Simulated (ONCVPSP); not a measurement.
u(r) = r·R(r): atom against pseudo-atom (C)

Columns: radius, all-electron u(r) and pseudo u(r) of the 2s shell (level -13.75 eV) of carbon in the configuration [He] 2s2 2p2; PBE, scalar-relativistic, ONCV scheme, ONCVPSP 4.0.1.

```json
{"r (bohr)": "0.080", "all-electron": "-0.3027", "pseudo": "0.0562"}
{"r (bohr)": "0.160", "all-electron": "-0.3446", "pseudo": "0.1148"}
{"r (bohr)": "0.240", "all-electron": "-0.2578", "pseudo": "0.1770"}
{"r (bohr)": "0.320", "all-electron": "-0.1138", "pseudo": "0.2422"}
{"r (bohr)": "0.400", "all-electron": "0.0474", "pseudo": "0.3088"}
{"r (bohr)": "0.480", "all-electron": "0.2047", "pseudo": "0.3752"}
{"r (bohr)": "0.560", "all-electron": "0.3473", "pseudo": "0.4408"}
{"r (bohr)": "0.640", "all-electron": "0.4706", "pseudo": "0.5062"}
{"r (bohr)": "0.720", "all-electron": "0.5736", "pseudo": "0.5716"}
{"r (bohr)": "0.800", "all-electron": "0.6564", "pseudo": "0.6360"}
{"r (bohr)": "0.880", "all-electron": "0.7199", "pseudo": "0.6962"}
{"r (bohr)": "0.960", "all-electron": "0.7660", "pseudo": "0.7477"}
{"r (bohr)": "1.040", "all-electron": "0.7967", "pseudo": "0.7864"}
{"r (bohr)": "1.120", "all-electron": "0.8143", "pseudo": "0.8103"}
{"r (bohr)": "1.200", "all-electron": "0.8206", "pseudo": "0.8197"}
{"r (bohr)": "1.280", "all-electron": "0.8178", "pseudo": "0.8177"}
{"r (bohr)": "1.360", "all-electron": "0.8074", "pseudo": "0.8074"}
{"r (bohr)": "1.440", "all-electron": "0.7911", "pseudo": "0.7910"}
{"r (bohr)": "1.520", "all-electron": "0.7700", "pseudo": "0.7700"}
{"r (bohr)": "1.600", "all-electron": "0.7454", "pseudo": "0.7454"}
{"r (bohr)": "1.680", "all-electron": "0.7182", "pseudo": "0.7182"}
{"r (bohr)": "1.760", "all-electron": "0.6892", "pseudo": "0.6892"}
{"r (bohr)": "1.840", "all-electron": "0.6590", "pseudo": "0.6590"}
{"r (bohr)": "1.920", "all-electron": "0.6282", "pseudo": "0.6282"}
{"r (bohr)": "2.000", "all-electron": "0.5972", "pseudo": "0.5972"}
{"r (bohr)": "2.080", "all-electron": "0.5664", "pseudo": "0.5664"}
```

(1) How many radial nodes do the two functions have?

(2) At about which radius was the pseudo-wave matched?

(3) Where does each function peak?

(4) Is the pseudo-wave norm-conserving?

## Answers

(1) The all-electron 2s function has n − l − 1 = 1; the pseudo-wave has 0, since the states of the same l below it are removed with the core.

(2) 1.35 bohr, where the columns begin to agree (steps of 0.08 bohr).

(3) Outermost all-electron maximum near 1.20 bohr, pseudo maximum near 1.20 bohr (to the table’s step).

(4) Yes: the ONCV scheme keeps the norm inside the radius equal to the all-electron one, which fixes the energy derivative of the logarithmic derivative at the level.
